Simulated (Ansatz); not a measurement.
The cluster K4H5⁻, relaxed as a singlet with RKS PBE0-D4/def2-SVPD in Ansatz, starting from the GFN1-xTB geometry. Force threshold 0.02 eV/Å.

The structure comes from a short search, and lower isomers may exist.

Start:

```xyz
9

K    -0.944   -2.712   -0.472
K    -1.878    0.629    0.335
K     1.742   -0.659    0.664
K     1.144    2.990   -0.234
H    -2.528   -1.084   -1.228
H     2.755    1.434    0.319
H    -0.517   -0.997    1.711
H     1.390   -2.412   -0.951
H    -1.163    2.812   -0.144
```

Estimate the energy that the relaxation releases and the steps that it takes.

0.79 eV, in 18 steps; 47 s on 4 threads of Arm Neoverse V2 on a shared host. The force fell under the threshold at step 14, but the optimiser went on. No frequencies were taken in this run, so the end may be a saddle point.

Does the start keep its bonding and symmetry?

Bonds formed: K4–H7 (atoms count from 1). Metal–metal contacts that move far: K2–K3 3.86 to 5.33 Å.

Predict the relaxed structure.


Cartesian coordinates in Å:
```
K -0.852 -2.468 -0.508
K -2.499 0.903 -0.227
K 2.490 -0.902 0.230
K 0.859 2.472 0.498
H -3.254 -1.527 -0.706
H 3.257 1.522 0.712
H -0.002 0.005 -0.005
H 1.593 -3.280 -0.263
H -1.591 3.275 0.269
```
Bond lengths (bridged metal pairs left out): 12 × H–K 2.59 to 2.66 Å.
